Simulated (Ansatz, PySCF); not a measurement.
Gas-phase reaction in SMILES: OB(F)F [difluoroborinic acid] -> F[B]F + [OH] (HO) (the B-O bond at the site shown breaks; other sites are not compared here)
Structures are relaxed separately at B3LYP-D3(BJ)/def2-TZVP in Ansatz (a program for electronic structure), one conformer each, not searched for the lowest. Frequencies are from Ansatz or PySCF.

Wanted: bond dissociation energy (enthalpy at 298 K, with B3LYP-D3(BJ) rigid-rotor harmonic-oscillator terms), in kcal/mol. Cores are frozen in the correlated levels unless marked. UHF or UKS for open shells. Spin-orbit coupling is left out. No relativistic terms. CBS marks a two-point X^-3 extrapolation of the correlation energy; Hartree-Fock from the larger set.

| level | program | bond dissociation energy (kcal/mol) |
|---|---|---|
| HF/cc-pVQZ | Ansatz | 116.2 |
| BLYP/def2-TZVPD | Ansatz | 142.4 |
| PBE0/def2-QZVPP | Ansatz | 146.3 |
| BHLYP/def2-TZVPD | Ansatz | 142.8 |
| HSE06/def2-TZVPD | Ansatz | 146.1 |
| LC-wPBE-D3(BJ)/def2-TZVPD | Ansatz + dftd3 | 146.9 |
| B2GP-PLYP-D3(BJ)/def2-TZVPD | Ansatz + dftd3 | 148.8 |
| CCSD/6-31G | Ansatz | 131.9 |
| CCSD(T)/STO-3G | Ansatz | 133.3 |
| CCSD(T)/CBS(cc-pVTZ,cc-pVQZ) | Ansatz | 152.1 |
